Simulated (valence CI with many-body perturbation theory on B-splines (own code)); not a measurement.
**Tm⁶¹⁺: what each term of the Hamiltonian does**

Computed by relativistic CI+MBPT: six valence electrons over a frozen Dirac-Fock core [He], radial functions for each j: 9 s, 9 p, 8 d, 6 f, 3 g, 1 h, with the one-electron correlation potential Σ1 (screened to all orders), the two-electron term Σ2, the three-electron term Σ3, Breit, model QED; selected single and double excitations, second order for the rest, scaled by the run's own slope (own B-spline code, finite nucleus).

The last digits are not significant, and no measured levels were compared; by estimate large intervals hold to a few tenths of a per cent, small ones and those within an open d or f shell to about a per cent. Among the levels kept, up to 2100 cm⁻¹ of a level comes from second order outside the variational space, and about a tenth of that is noise between levels of different J, which matters for small intervals.

Each rung adds one term. CI alone is the Dirac-Coulomb CI over the frozen core; QED comes last and gives the full result, which names the levels. Energies are above (2s^2 2p1/2^2 2p3/2^2) J=2 on the same rung, in eV.

Levels are named by their leading jj configuration (3d3/2^4 stands for four electrons in 3d with j = 3/2), which in mixed levels can hold well under half, so a name can repeat and another be missing.

| Level | CI alone | Σ1 | Σ2 | Σ3 | Breit | QED | Full |
| --- | --- | --- | --- | --- | --- | --- | --- |
| (2s^2 2p1/2^2 2p3/2^2) J=0 | 48.0 | 0.00 | +0.28 | -0.05 | +6.63 | -0.06 | 54.8 |
| (2s^2 2p1/2 2p3/2^3) J=1 | 1022.4 | +0.18 | +0.11 | -0.05 | -10.11 | +1.45 | 1014.0 |
| (2s^2 2p1/2 2p3/2^3) J=2 | 1047.3 | +0.18 | +0.10 | -0.08 | -16.42 | +1.48 | 1032.6 |
| (2s 2p1/2^2 2p3/2^3) J=2 | 1394.8 | -0.14 | -0.32 | -0.22 | -1.26 | -12.42 | 1380.5 |
| (2s 2p1/2^2 2p3/2^3) J=1 | 1469.0 | -0.13 | -0.44 | -0.35 | +0.82 | -12.46 | 1456.5 |
| (2s^2 2p3/2^4) J=0 | 2087.5 | +0.36 | +0.36 | -0.14 | -22.60 | +2.79 | 2068.3 |
| (2s 2p1/2 2p3/2^4) J=0 | 2427.9 | +0.04 | -0.03 | -0.25 | -11.51 | -11.00 | 2405.2 |
| (2s 2p1/2 2p3/2^4) J=1 | 2468.2 | +0.04 | -0.26 | -0.33 | -14.83 | -11.00 | 2441.8 |
| (2p1/2^2 2p3/2^4) J=0 | 2898.5 | -0.27 | -0.70 | -0.56 | +0.98 | -24.75 | 2873.2 |
| (2s^2 2p1/2^2 2p3/2 3s) J=2 | 7492.1 | +0.26 | +0.17 | -0.21 | -8.84 | +2.41 | 7485.9 |
| (2s^2 2p1/2^2 2p3/2 3s) J=1 | 7500.0 | +0.26 | +0.29 | -0.21 | -8.53 | +2.37 | 7494.2 |
| (2s^2 2p1/2^2 2p3/2 3p1/2) J=1 | 7600.2 | +0.20 | +0.15 | -0.21 | -3.66 | -1.59 | 7595.1 |
| (2s^2 2p1/2^2 2p3/2 3p1/2) J=2 | 7603.6 | +0.20 | +0.11 | -0.21 | -5.41 | -1.56 | 7596.7 |
| (2s^2 2p1/2^2 2p3/2 3p3/2) J=3 | 7895.7 | +0.24 | +0.16 | -0.21 | -9.89 | -1.16 | 7884.8 |
| (2s^2 2p1/2^2 2p3/2 3p3/2) J=1 | 7895.4 | +0.24 | +0.17 | -0.21 | -9.27 | -1.17 | 7885.2 |
| (2s^2 2p1/2^2 2p3/2 3p3/2) J=2 | 7921.3 | +0.24 | +0.05 | -0.21 | -8.85 | -1.13 | 7911.4 |
| (2s^2 2p1/2^2 2p3/2 3p3/2) J=0 | 7942.5 | +0.24 | +0.28 | -0.21 | -6.35 | -1.16 | 7935.3 |
| (2s^2 2p1/2^2 2p3/2 3d3/2) J=2 | 8006.6 | +0.28 | +0.21 | -0.20 | -9.14 | -1.64 | 7996.1 |
| (2s^2 2p1/2^2 2p3/2 3d3/2) J=3 | 8015.9 | +0.28 | +0.30 | -0.20 | -10.98 | -1.67 | 8003.7 |

The middle columns are the shifts that each term adds.

Problem. How does the ionisation energy move along the ladder, and which term matters most?

Solution. CI alone 14003, + Σ1 14003, + Σ2 14004, + Σ3 14004, + Breit 13990, + QED 13989 eV. The largest step is Breit, -13 eV. NIST lists 13988 ± 12 eV (theoretical).
